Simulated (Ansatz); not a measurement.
Ansatz (a program for electronic structure) input:
A basis named .json is the Basis Set Exchange file of that set.

Ansatz 0.2 input:
```yaml
crystal:
  periodic: [false, false, false]
  atoms:
    - {symbol: Si, position_ang: [0.07306154, 0.14389238, -0.13186704]}
    - {symbol: O, position_ang: [-0.40198501, -1.22293485, 1.06031273]}
    - {symbol: N, position_ang: [-1.23679699, 1.10122124, -0.51362620]}
    - {symbol: N, position_ang: [1.11178217, 0.90694479, 0.94705023]}
    - {symbol: N, position_ang: [0.46816591, -0.90381849, -1.38544050]}
    - {symbol: H, position_ang: [-0.95305827, -1.95606207, 0.74222206]}
    - {symbol: H, position_ang: [-1.49062761, 1.93207328, -0.00302317]}
    - {symbol: H, position_ang: [-1.84748294, 0.92808913, -1.29628097]}
    - {symbol: H, position_ang: [1.24629344, 1.90660635, 0.90403451]}
    - {symbol: H, position_ang: [1.91597813, 0.45240022, 1.35360866]}
    - {symbol: H, position_ang: [1.18176776, -1.61324241, -1.30719870]}
    - {symbol: H, position_ang: [0.34950567, -0.61643491, -2.34595979]}
    - {symbol: H, position_ang: [-0.61141539, -0.99487691, 1.98034937]}
basis:
  gaussian:
    orbitals: aug-cc-pV_D+d_Z.json
total_charge: 1
magnetization: {spin_polarized: false}
correlation: {method: ccsd_t, electrons: outside_noble_gas}
output: {forces: true}
```

Question: What final total energy does it print?

Answer: -532.67847 Eh (CCSD(T)/aug-cc-pV(D+d)Z). The basis has 196 functions. The run takes very roughly 19 core-minutes.

It need not be the lowest isomer of its formula.
